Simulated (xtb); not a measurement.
C4H8F2O (SMILES CC(C)(O)C(F)F), singlet, from a rough starting geometry; xtb 6.7.1 with GFN2-xTB.

The xtb input:
```
$ xtb mol.xyz --gfn 2 --opt vtight --json

# file mol.xyz
15

C     -1.37160894    -0.48207054     0.20595072
C      0.04545479    -0.06591815    -0.17480841
C      1.09977385    -0.93427078     0.52088335
O      0.14658494    -0.44032112    -1.56443155
C      0.26738089     1.38981636     0.04250221
F      1.54324803     1.73989365    -0.38411170
F     -0.60547666     2.07133067    -0.76402652
H     -2.12247408     0.06615551    -0.38387716
H     -1.55523528    -0.21348048     1.29942853
H     -1.55931633    -1.52840897     0.07752286
H      1.12393460    -0.72446924     1.62422391
H      0.95561052    -2.00008003     0.47905779
H      2.07794993    -0.72517152     0.19482222
H     -0.10977069     0.26705175    -2.12995863
H      0.14539120     1.69428891     1.01914349
```

Question: Predict the main parts of the log of this xtb run.

Answer: 
```
   ID    Z sym.   atoms
    1    6 C      1-3, 5
    2    8 O      4
    3    9 F      6, 7
    4    1 H      8-15

           -------------------------------------------------
          |                Calculation Setup                |
           -------------------------------------------------

           -------------------------------------------------
          |                 G F N 2 - x T B                 |
           -------------------------------------------------

          ...................................................
          :                      SETUP                      :
          :.................................................:
          :  # basis functions                  36          :
          :  # atomic orbitals                  36          :
          :  # shells                           22          :
          :  # electrons                        44          :
          :  max. iterations                   250          :
          :  Hamiltonian                  GFN2-xTB          :
          :  restarted?                      false          :
          :  GBSA solvation                  false          :
          :  PC potential                    false          :
          :  electronic temp.          300.0000000     K    :
          :  accuracy                    1.0000000          :
          :  -> integral cutoff          0.2500000E+02      :
          :  -> integral neglect         0.1000000E-07      :
          :  -> SCF convergence          0.1000000E-05 Eh   :
          :  -> wf. convergence          0.1000000E-03 e    :
          :  Broyden damping             0.4000000          :
          :  net charge                          0          :
          :  unpaired electrons                  0          :
          ...................................................

 iter      E             dE          RMSdq      gap      omega  full diag
   1    -26.3198019 -0.263198E+02  0.389E+00   11.08       0.0  T
   2    -26.3742567 -0.544547E-01  0.206E+00   10.63       1.0  T
   3    -26.3762278 -0.197109E-02  0.995E-01   10.70       1.0  T
   4    -26.3770151 -0.787285E-03  0.164E-01   10.56       1.0  T
   5    -26.3770828 -0.677852E-04  0.704E-02   10.60       1.0  T
   6    -26.3770899 -0.703409E-05  0.239E-02   10.62       1.1  T
   7    -26.3770907 -0.870612E-06  0.854E-03   10.62       3.0  T
   8    -26.3770908 -0.872646E-07  0.215E-03   10.62      12.0  T
   9    -26.3770908 -0.460058E-08  0.409E-04   10.62      63.1  T
  10    -26.3770908 -0.348539E-09  0.153E-04   10.62     168.6  T

   *** convergence criteria satisfied after 10 iterations ***

         :::::::::::::::::::::::::::::::::::::::::::::::::::::
         ::                     SUMMARY                     ::
         :::::::::::::::::::::::::::::::::::::::::::::::::::::
         :: total energy             -26.164272216752 Eh    ::
         :: gradient norm              0.132194866371 Eh/a0 ::
         :: HOMO-LUMO gap             10.615673182191 eV    ::
         ::.................................................::
         :: SCC energy               -26.377073246513 Eh    ::
         :: -> isotropic ES            0.054255589889 Eh    ::
         :: -> anisotropic ES          0.003291586562 Eh    ::
         :: -> anisotropic XC         -0.007464111042 Eh    ::
         :: -> dispersion             -0.008430819790 Eh    ::
         :: repulsion energy           0.212801029761 Eh    ::
         :: add. restraining           0.000000000000 Eh    ::
         :: total charge               0.000000000000 e     ::
         :::::::::::::::::::::::::::::::::::::::::::::::::::::

      -----------------------------------------------------------
     |                   =====================                   |
     |                        A N C O P T                        |
     |                   =====================                   |
     |               Approximate Normal Coordinate               |
[...]
 * total energy  :   -26.1802483 Eh     change       -0.1741617E-03 Eh
 * total energy  :   -26.1803380 Eh     change       -0.8971909E-04 Eh
 * total energy  :   -26.1804347 Eh     change       -0.9673890E-04 Eh
 * total energy  :   -26.1804759 Eh     change       -0.4112725E-04 Eh
 * total energy  :   -26.1804934 Eh     change       -0.1754982E-04 Eh
 * total energy  :   -26.1804981 Eh     change       -0.4670608E-05 Eh
 * total energy  :   -26.1804995 Eh     change       -0.1415691E-05 Eh
 * total energy  :   -26.1805044 Eh     change       -0.4914612E-05 Eh
 * total energy  :   -26.1805076 Eh     change       -0.3230119E-05 Eh
 * total energy  :   -26.1805090 Eh     change       -0.1387257E-05 Eh
 * total energy  :   -26.1805097 Eh     change       -0.7068647E-06 Eh
 * total energy  :   -26.1805098 Eh     change       -0.4986312E-07 Eh
   *** GEOMETRY OPTIMIZATION CONVERGED AFTER 16 ITERATIONS ***
         :: total energy             -26.180509789498 Eh    ::
[...]
        30                          0.1564792               4.2580
        31                          0.1793999               4.8817
        32                          0.1951588               5.3105
        33                          0.2160149               5.8781
       ...                                ...                  ...
        36                          0.2613656               7.1121
      -------------------------------------------------------------
                  HL-Gap            0.4361054 Eh           11.8670 eV
             Fermi-level           -0.2093544 Eh           -5.6968 eV

     #   Z          covCN         q      C6AA      α(0)
     1   6 C        3.756    -0.131    23.081     6.850
     2   6 C        3.774     0.141    18.334     6.101
     3   6 C        3.757    -0.123    22.914     6.825
     4   8 O        1.657    -0.429    21.423     6.248
     5   6 C        3.472     0.288    17.908     6.345
     6   9 F        0.786    -0.218    11.423     3.992
     7   9 F        0.786    -0.235    11.600     4.023
     8   1 H        0.925     0.053     2.279     2.361
     9   1 H        0.925     0.045     2.385     2.415
    10   1 H        0.925     0.066     2.131     2.283
    11   1 H        0.925     0.045     2.388     2.416
    12   1 H        0.925     0.071     2.079     2.255
    13   1 H        0.925     0.072     2.069     2.249
    14   1 H        0.805     0.304     0.710     1.323
    15   1 H        0.923     0.054     2.276     2.359

 Mol. C6AA /au·bohr⁶  :       1648.924612
 Mol. C8AA /au·bohr⁸  :      34109.892588
 Mol. α(0) /au        :         58.046842

Wiberg/Mayer (AO) data.
largest (>0.10) Wiberg bond orders for each atom

 ---------------------------------------------------------------------------
     #   Z sym  total        # sym  WBO       # sym  WBO       # sym  WBO
 ---------------------------------------------------------------------------
     1   6 C    3.992 --     9 H    0.985     2 C    0.984     8 H    0.984
                            10 H    0.983
     2   6 C    3.956 --     4 O    0.998     3 C    0.992     1 C    0.984
                             5 C    0.938
     3   6 C    3.989 --     2 C    0.992    11 H    0.986    13 H    0.982
                            12 H    0.982
     4   8 O    1.976 --     2 C    0.998    14 H    0.889
     5   6 C    3.839 --     6 F    0.956    15 H    0.951     7 F    0.939
                             2 C    0.938
     6   9 F    1.051 --     5 C    0.956
     7   9 F    1.034 --     5 C    0.939
     8   1 H    0.997 --     1 C    0.984
     9   1 H    0.998 --     1 C    0.985
    10   1 H    0.996 --     1 C    0.983
    11   1 H    0.998 --     3 C    0.986
    12   1 H    0.995 --     3 C    0.982
    13   1 H    0.995 --     3 C    0.982
    14   1 H    0.908 --     4 O    0.889
    15   1 H    0.997 --     5 C    0.951
 ---------------------------------------------------------------------------

Topologies differ in total number of bonds
Writing topology from bond orders to xtbtopo.mol

molecular dipole:
                 x           y           z       tot (Debye)
 q only:       -0.524      -0.606       0.718
   full:       -0.716      -0.415       0.851       3.017
molecular quadrupole (traceless):
                xx          xy          yy          xz          yz          zz
 q only:        0.507      -1.169      -3.163       2.277       0.899       2.656
  q+dip:       -0.957      -0.906      -2.658       2.800       1.575       3.615
   full:       -0.548      -1.132      -3.068       2.949       1.218       3.617

optimized geometry written to: xtbopt.xyz

           -------------------------------------------------
          | TOTAL ENERGY              -26.180509789498 Eh   |
          | GRADIENT NORM               0.000115978317 Eh/α |
          | HOMO-LUMO GAP              11.867031233390 eV   |
           -------------------------------------------------

normal termination of xtb
```
